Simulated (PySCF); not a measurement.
MO for M along the fifth-period p block

PBE0 with double-zeta basis sets in PySCF, for the lowest determinant that a PBE0 search found; no spin–orbit coupling. De refers to high-spin ground-configuration atoms. A positive dipole means M(−)O(+).

```tsv
M	basis	state (unpaired electrons)	Re (Å)	ωe (cm⁻¹)	De (eV)	μ (D)
In	def2-SVPD	doublet (π ↑)	2.122	490	3.46	-3.21
Sn	cc-pVDZ-PP/cc-pVDZ	singlet (closed shell)	1.842	855	4.96	-3.88
Sb	x2c-SVPall	doublet (π ↑)	1.830	875	3.54	-3.44
Te	def2-SVP	triplet (π ↑↑)	1.851	812	3.59	-2.93
I	x2c-SVPall	doublet (π ↑)	1.923	651	2.15	-2.36
```

Task: By what factor does the well depth vary along the series?

Result: At PBE0 it runs from 2.15 eV (IO) to 4.96 eV (SnO), a factor of 2.31.

The rows differ in basis set, which adds steps of its own.

The state changes along the series, so neighbouring rows are not always alike in their bonding.

These are scalar-relativistic numbers at best; spin–orbit coupling would shift them, the dissociation energy most. States were picked by a PBE0 search and need not be the measured ground states.
